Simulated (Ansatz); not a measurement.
Geometry optimisation, RKS B3LYP-D4/def2-mTZVP (Ansatz).

The input (input.yaml):

```yaml
crystal:
  periodic: [false, false, false]
  atoms:
    - { symbol: Zn, position_ang: [-0.790013, -0.030717, -0.657775] }
    - { symbol: Cl, position_ang: [0.245992, 0.05328, 2.61894] }
    - { symbol: Cl, position_ang: [0.791535, 0.08931, -2.044306] }
    - { symbol: O, position_ang: [-2.183056, -0.09499, 0.469267] }
    - { symbol: H, position_ang: [-2.923859, -0.640832, 0.1765] }
    - { symbol: H, position_ang: [-1.069199, -0.005752, 2.368673] }
basis:
  gaussian: { orbitals: def2-mTZVP }
hamiltonian:
  xc: b3lyp
  dispersion: d4
relax:
  f_tol: 0.03
  max_steps: 50
```

Run as:

```bash
$ ansatz run input.yaml --threads 4 --pin off --max-ram 5120MiB --backend cpu --events-out ev --progress --plain --runs-dir out
```

Where does it end, and by what steps?

The forces met the threshold. After 19 steps the energy has fallen by 1.477 eV; H6 moved furthest, 1.51 Å. Parted: Cl2–H6 (1.34 → 3.19 Å). Joined: Zn1–Cl2 (3.44 → 2.15 Å), O4–H6 (2.20 → 0.97 Å).

```json
{"step": "0", "energy less start (eV)": "0.0000", "largest force component (eV/Å)": "0.899", "accepted": "yes"}
{"step": "1", "energy less start (eV)": "-0.0739", "largest force component (eV/Å)": "0.336", "accepted": "yes"}
{"step": "2", "energy less start (eV)": "-0.0887", "largest force component (eV/Å)": "0.269", "accepted": "yes"}
{"step": "3", "energy less start (eV)": "-0.1065", "largest force component (eV/Å)": "0.195", "accepted": "yes"}
{"step": "4", "energy less start (eV)": "-0.1134", "largest force component (eV/Å)": "0.203", "accepted": "yes"}
{"step": "5", "energy less start (eV)": "-0.1171", "largest force component (eV/Å)": "0.155", "accepted": "yes"}
{"step": "6", "energy less start (eV)": "-0.1211", "largest force component (eV/Å)": "0.120", "accepted": "yes"}
{"step": "7", "energy less start (eV)": "-0.1213", "largest force component (eV/Å)": "0.117", "accepted": "yes"}
{"step": "8", "energy less start (eV)": "-0.1372", "largest force component (eV/Å)": "0.341", "accepted": "yes"}
{"step": "9", "energy less start (eV)": "-0.1856", "largest force component (eV/Å)": "0.643", "accepted": "yes"}
{"step": "10", "energy less start (eV)": "-0.3265", "largest force component (eV/Å)": "1.113", "accepted": "yes"}
{"step": "11", "energy less start (eV)": "-0.6747", "largest force component (eV/Å)": "1.505", "accepted": "yes"}
{"step": "12", "energy less start (eV)": "-1.0715", "largest force component (eV/Å)": "1.227", "accepted": "yes"}
{"step": "13", "energy less start (eV)": "-1.1782", "largest force component (eV/Å)": "3.746", "accepted": "yes"}
{"step": "14", "energy less start (eV)": "-1.3817", "largest force component (eV/Å)": "0.797", "accepted": "yes"}
{"step": "15", "energy less start (eV)": "-1.4068", "largest force component (eV/Å)": "1.445", "accepted": "yes"}
{"step": "16", "energy less start (eV)": "-1.4361", "largest force component (eV/Å)": "0.722", "accepted": "yes"}
{"step": "17", "energy less start (eV)": "-1.4538", "largest force component (eV/Å)": "0.443", "accepted": "yes"}
{"step": "18", "energy less start (eV)": "-1.4687", "largest force component (eV/Å)": "0.083", "accepted": "yes"}
{"step": "19", "energy less start (eV)": "-1.4767", "largest force component (eV/Å)": "0.021", "accepted": "yes"}
```

```xyz
6
Properties=species:S:1:pos:R:3
Zn 0.064 0.088 0.285
Cl 0.772 0.173 2.315
Cl 0.161 -0.072 -1.855
O -2.054 -0.001 0.646
H -2.587 -0.499 0.007
H -2.284 -0.319 1.534
```

Whether the end is a true minimum wasn't checked by a vibrational analysis.

Time of the run: 15 s on 4 threads of AMD EPYC 9R45 96-Core Processor (Zen 5) (shared host), peak memory 0.28 GiB.
